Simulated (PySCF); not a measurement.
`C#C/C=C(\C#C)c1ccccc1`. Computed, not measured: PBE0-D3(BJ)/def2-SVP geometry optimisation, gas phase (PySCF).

```
atom  x, y, z in Å
C1     4.4121    0.4601   -0.5188
C2     3.2359    0.1619   -0.4478
C3     1.8788   -0.2242   -0.3909
C4     0.8890    0.4938    0.2124
C5     1.2058    1.7152    0.8793
C6     1.4621    2.7533    1.4533
C7    -0.5218    0.0457    0.2229
C8    -1.4058    0.5267    1.2001
C9    -2.7288    0.0962    1.2389
C10   -3.1987   -0.8153    0.2956
C11   -2.3344   -1.2881   -0.6925
C12   -1.0122   -0.8601   -0.7313
H13    5.4490    0.7341   -0.5749
H14    1.6256   -1.1819   -0.8550
H15    1.7033    3.6726    1.9539
H16   -1.0404    1.2420    1.9397
H17   -3.3981    0.4781    2.0133
H18   -4.2384   -1.1497    0.3225
H19   -2.6975   -1.9879   -1.4488
H20   -0.3607   -1.2151   -1.5323
```

Problem. Which two atoms are farthest apart?

Solution. H13···H18, 9.91 Å; the next longest distance is 9.22 Å.

Problem. Work out the bond lengths C1≡C2, C1–H13, C3=C4, C4–C5, C7–C8, C9–C10, C9–H17, C10–C11 in Å.

Solution. For C1≡C2 the difference vector is (-1.1762, -0.2982, 0.0710) Å, of length 1.2155 Å. C1≡C2 1.215; C1–H13 1.074; C3=C4 1.364; C4–C5 1.427; C7–C8 1.403; C9–C10 1.393; C9–H17 1.092; C10–C11 1.395 Å.

Problem. Give the dihedral angles C10–C11–C12–C7, H16–C8–C9–H17, C4–C7–C8–H16, C3–C4–C7–C8.

Solution. C10–C11–C12–C7 0° (synperiplanar); H16–C8–C9–H17 0° (synperiplanar); C4–C7–C8–H16 1° (synperiplanar); C3–C4–C7–C8 158° (antiperiplanar). Dihedral signs follow IUPAC: positive where, seen along the central bond, the front bond turns clockwise onto the rear one.

Problem. What is the repulsion energy of the bare nuclei, Σ ZA·ZB/RAB?

Solution. 554.47 Eh over 190 pairs, with full nuclear charges and distances in bohr; the largest single term is 15.70 Eh (C5 with C6).

Problem. What are the angles C2–C3–C4, C5–C4–C7, C8–C9–H17, C10–C11–C12, C11–C12–H20?

Solution. From the scalar product of the two bond vectors; for C2–C3–C4 it is -1.1004 Å² over 1.4121 × 1.3635 Å², cos θ = -0.5715. C2–C3–C4 124.9°; C5–C4–C7 117.9°; C8–C9–H17 119.6°; C10–C11–C12 120.3°; C11–C12–H20 119.2°.

No frequency check. One conformer, not necessarily the lowest.
